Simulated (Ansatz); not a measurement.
Computed with Ansatz on PBE0-D4/def2-TZVP structures; ΔE is electronic, products minus reactants. CCSD(T)/CBS is the MP2 limit (def2-TZVPP, def2-QZVPP) plus CCSD(T) − MP2 in def2-TZVPP, frozen cores. DFT in def2-TZVPP. One conformer a species, not always the lowest.

`N[SiH]1NC[SiH2]1` → `N=C[SiH2][SiH2]N`  (isomerisation)

`N[SiH]1NC[SiH2]1`:

Cartesian coordinates in Å:
```
N -1.379 0.222 1.924
Si -0.024 0.484 0.916
N -0.419 0.863 -0.719
C 0.341 0.025 -1.653
Si 1.132 -1.121 -0.334
H -2.076 -0.479 1.735
H -1.380 0.519 2.884
H 0.757 1.491 1.695
H -0.975 1.615 -1.095
H 1.093 0.583 -2.224
H -0.303 -0.499 -2.368
H 2.620 -1.185 -0.376
H 0.613 -2.518 -0.383
```

`N=C[SiH2][SiH2]N`:

Z-matrix (Å, degrees):
```
Si
C 1 1.900
Si 1 2.343 2 108.5
H 1 1.492 2 107.4 3 -122.7
H 1 1.491 2 106.9 3 122.9
N 2 1.271 1 119.8 3 -10.1
H 2 1.101 1 119.0 3 170.4
N 3 1.717 1 106.0 2 42.6
H 3 1.490 1 110.7 2 161.3
H 3 1.498 1 107.8 2 -83.1
H 6 1.022 2 111.8 1 -179.4
H 8 1.007 3 120.7 1 173.7
H 8 1.012 3 115.2 1 -46.0
```

| level | ΔE (kJ/mol) |
| --- | --- |
| r2SCAN-D4 | 100.2 |
| SCS-MP2/def2-TZVPP | 91.9 |

Problem. What does CCSD(T)/CBS give? (Best estimate.)

Solution. The calculation gave: +95.5 kJ/mol. The listed levels differ from it by 4.7, -3.6 kJ/mol.

Largest T1 diagnostic among the species: 0.013.

In def2-TZVPP, CCSD(T) changes the Hartree–Fock value by +13.6 kJ/mol (the triples alone add −1.1 kJ/mol) and MP2 by +29.4 kJ/mol. From PBE to PBE0 (25 % exact exchange), in def2-TZVPP and without D4, ΔE moves by +10.9 kJ/mol.
